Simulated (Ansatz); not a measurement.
C2H2N2, SMILES `[C-]#[N+][C]N` (excited triplet) (charge 0, multiplicity 3). This triplet is an excited state, 1.54 eV above the relaxed singlet at the level B3LYP/cc-pVTZ // PBE0-D3(BJ)/def2-TZVP (Ansatz, a program for electronic structure).

Cartesian coordinates (Å):
SMILES: [C-]#[N+][C]N
```xyz
6

C      2.4570    -0.5459     0.7586
N      1.3506    -0.3227     0.3747
C      0.2118    -0.1230    -0.2224
N     -0.9852     0.2582     0.3048
H     -1.3143     1.1690     0.0111
H     -1.7199    -0.4357     0.2502
```
Charge 0, spin multiplicity 3.

Frozen-core energies in 6-31g from Ansatz at a geometry from PBE0-D3(BJ)/def2-TZVP; the HF reference has <S^2> = 2.13 and the T1 diagnostic is 0.027.

| level | energy (Ha) |
|---|---|
| HF | -185.58898 |
| MP2 | -185.91835 |
| CCSD | -185.94972 |

Question: Estimate the energies of CCSD(T), CCSDT and CCSDT(Q), and give each level's difference from CCSDT(Q).

Answer: 
```csv
level,energy (Ha),difference from CCSDT(Q) (mHa)
MP2,-185.91835,45.97
CCSD,-185.94972,14.60
CCSD(T),-185.96171,2.61
CCSDT,-185.96309,1.23
CCSDT(Q),-185.96432,0.00
```
